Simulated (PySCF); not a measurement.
**Two-component Hartree-Fock for Cr²⁺ (chromium, charge +2)**

Start: [Ar] 3d4; 3d3/2 filled at m_j = -3/2, -1/2, +1/2, +3/2. Calculated with PySCF 2.14 in x2c-QZVPPall-2c (11s9p5d3f2g, 102 functions): generalised Hartree-Fock with the X2C-1e Hamiltonian and a Gaussian nucleus; one run each with spin-orbit coupling (SO) switched off, then screened by Boettger's factors.

```
spinor shell  electrons  ε, spin-free (eV)  ε, screened SO (eV)  weight of nominal j (screened SO)  rms radius, screened SO (bohr)
       1s1/2          2            -6064.5              -6064.5                              1.000                          0.0734
       2s1/2          2            -745.71              -745.69                              1.000                           0.316
       2p1/2          2            -626.98              -633.34                              0.979                           0.286
       3s1/2          2            -113.48              -113.47                              1.000                           0.965
       3p1/2          2            -78.428              -79.920                              0.657                            1.04
       3p3/2          4            -78.428              -77.680                              0.829                            1.04
       3d3/2          4            -32.379              -32.384                              0.510                            1.33
```

Task: Where does 2p3/2 lie, and what is the 2p spin-orbit splitting (screened SO)?

Result: At -623.84 eV, 9.507 eV above 2p1/2.

```json
{"quantity": "E (hartree)", "spin-free": "-1048.89142", "screened SO": "-1048.90475"}
{"quantity": "M_J", "spin-free": "0", "screened SO": "0"}
{"quantity": "⟨J²⟩", "spin-free": "4.005", "screened SO": "3.942"}
{"quantity": "⟨L²⟩", "spin-free": "6.004", "screened SO": "6.003"}
{"quantity": "⟨S²⟩", "spin-free": "6.001", "screened SO": "5.999"}
```

The determinant has a definite M_J but mixes levels of different J.

Each row is a mean over spinors that exchange with the open shell spreads, by up to 12.531 eV (3p3/2).

Rows whose weight is well below 1 are mixtures of j = l ± 1/2: exchange outweighs spin-orbit coupling there, and the label is only the starting occupation.

Without spin-orbit coupling the j labels of p, d and f shells carry no meaning; the spin-free column gives the mean over the occupied spinors of each nl shell, and its ⟨J²⟩ belongs to a mixture of degenerate components.
